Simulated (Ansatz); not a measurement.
Basis-set series for C$_{4}$H$_{9}$Al (`C=[CH][Al]([CH3])[CH3]`). Charge 0, multiplicity 1. Geometry: relaxed with PBE0-D4/def2-TZVP. It is one conformer, not always the lowest.

```
functional       basis  functions  energy (Eh)  HOMO (eV)  LUMO (eV)
   PBE0-D4  def2-TZVPP        292   -400.01918      -7.61      -1.01
   PBE0-D4  def2-QZVPP        568   -400.03602      -7.62      -1.04
   ωB97M-V  def2-TZVPP        292   -400.21810      -9.84       0.75
   ωB97M-V  def2-QZVPP        568   -400.23431      -9.85       0.61
```

Question: Give the rows for def2-SVP. (Best estimate.)

Answer: Computed: 
| functional | basis | functions | energy (Eh) | HOMO (eV) | LUMO (eV) |
| --- | --- | --- | --- | --- | --- |
| PBE0-D4 | def2-SVP | 119 | -399.75918 | -7.57 | -0.93 |
| ωB97M-V | def2-SVP | 119 | -399.94714 | -9.79 | 0.89 |

Positive LUMOs are unbound and depend on the basis.
